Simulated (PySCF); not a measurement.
BGe2H7. Atoms are numbered in the order given.

```xyz
10

B      0.0000     0.0000     0.9233
Ge     1.8096    -0.0026    -0.0731
H      2.9376    -0.7481     0.6743
H      2.2451     1.4806    -0.2012
H      1.7147    -0.5692    -1.5068
Ge    -1.8096     0.0026    -0.0731
H     -2.2451    -1.4806    -0.2012
H     -1.7147     0.5692    -1.5068
H     -2.9376     0.7481     0.6743
H      0.0000     0.0000     2.1293
```

Geometry: B3LYP-D3(BJ)/def2-SVP. This is a generated structure with no PubChem entry under its InChIKey; it may be hypothetical.

Method: HF/pcSseg-1 run with PySCF.

GIAO shieldings, no solvent; atoms alike by connectivity are averaged. δ = σ(ref) − σ: ¹¹B against BF3 (σ = 102.7 ppm); ⁷³Ge against GeH4 (σ = 1776.1 ppm); ¹H against TMS (σ = 31.99 ppm), references at their B3LYP-D3(BJ)/def2-TZVP geometries, non-relativistic.

Computed chemical shifts:
```tsv
nucleus	atoms	count	δ (ppm)
¹¹B	B1	1	131.6
⁷³Ge	Ge2, Ge6	2	1.4
¹H	H10	1	13.67
¹H	H3, H4, H5, H7, H8, H9	6	4.03
```
